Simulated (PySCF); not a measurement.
Method: PBE-D3(BJ)/def2-TZVP // BP86-D3(BJ)/def2-SVP run with PySCF. Isolated molecules, 0 K electronic values unless said otherwise. One relaxed conformer stands for a flexible species; it need not be the lowest. 

Reference species: [Ta(Cl)5] (neutral, multiplicity 1).

The coordination number is 5 and the LUMO is -4.49 eV. The mean distance from the central atom to its bonded neighbours is 2.320 Å. The HOMO comes out as -7.84 eV.

After one change: the coordination number hardly moves; the LUMO rises by 1.89 eV; the mean distance from the central atom to its bonded neighbours falls by 0.227 Å; the HOMO rises by 0.81 eV.

Question: What was changed between the two runs? The new species is one of these.
A) [Ta(Cl)4(OH)]
B) [Ta(Cl)2(OH)3]
C) [Ta(OH)5]
D) [Ta(Cl)3(OH)2]

Answer: B, [Ta(Cl)2(OH)3]
